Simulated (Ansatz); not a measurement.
Basis-set series for `C[O][Hf]1234([CH3])([NH2])[C@@H]5[C@H]1[C@H]2[C@@]3([SiH3])[C@@H]54`. The species carries charge 0 and has multiplicity 1. Hf takes the def2 core potential. All single points use the PBE0-D4/def2-TZVP geometry. It is one conformer, not always the lowest.

| functional | basis | functions | energy (Eh) | HOMO (eV) | LUMO (eV) |
| --- | --- | --- | --- | --- | --- |
| PBE0-D4 | def2-SVP | 251 | -742.40418 | -6.77 | -0.25 |
| PBE0-D4 | def2-QZVPP | 1114 | -743.00212 | -6.88 | -0.37 |
| ωB97M-V | def2-SVP | 251 | -742.70144 | -9.07 | 1.70 |
| ωB97M-V | def2-QZVPP | 1114 | -743.31933 | -9.18 | 0.78 |

**Question.** Give the rows for def2-TZVPP. (Best estimate.)

**Answer.** Ansatz gave: 
```csv
functional,basis,functions,energy (Eh),HOMO (eV),LUMO (eV)
PBE0-D4,def2-TZVPP,587,-742.96916,-6.85,-0.33
ωB97M-V,def2-TZVPP,587,-743.28846,-9.15,1.27
```

Positive LUMOs are unbound and depend on the basis.
